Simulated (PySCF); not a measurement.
# C- (carbon, charge -1) across methods

[He] 2s2 2p3, high-spin 4S determinant. Computed with PySCF 2.14 in aug-cc-pCVTZ-DK with one added diffuse shell each of s, p, d, f type (8s7p5d3f, 75 functions), with the spin-free X2C one-electron Hamiltonian (Gaussian nucleus). The B2PLYP total includes its PT2 part (frozen core); its orbital energies are those of the SCF part.

```csv
method,E (hartree),mean ε 2s α (eV),mean ε 2s β (eV),mean ε 2p α (eV),Σ⟨r²⟩ (bohr²),⟨S²⟩
UHF,-37.72339,-14.323,-5.826,-2.121,26.18,3.757
PBE,-37.8721,-6.587,-3.486,1.536,39.73,3.753
r2SCAN0,-37.8996,-8.946,-3.915,0.662,29.35,3.755
PBE0,-37.8732,-8.390,-4.219,0.781,31.80,3.753
BLYP,-37.9147,-6.425,-3.713,1.647,42.09,3.754
r2SCAN,-37.9038,-7.296,-3.044,1.524,33.55,3.755
wB97X-V,-37.9060,-10.928,-6.749,-1.234,28.97,3.753
B2PLYP,-37.8875,-10.381,-5.032,-0.096,28.89,3.755
```

Estimate the same row for LDA.

E (hartree) = -37.5505; mean ε 2s α (eV) = -6.376; mean ε 2s β (eV) = -3.411; mean ε 2p α (eV) = 1.500; Σ⟨r²⟩ (bohr²) = 37.87; ⟨S²⟩ = 3.754.

The highest occupied level is positive at PBE, r2SCAN0, PBE0, BLYP, r2SCAN, LDA: only the finite basis holds that electron, which in a density functional comes from self-interaction.
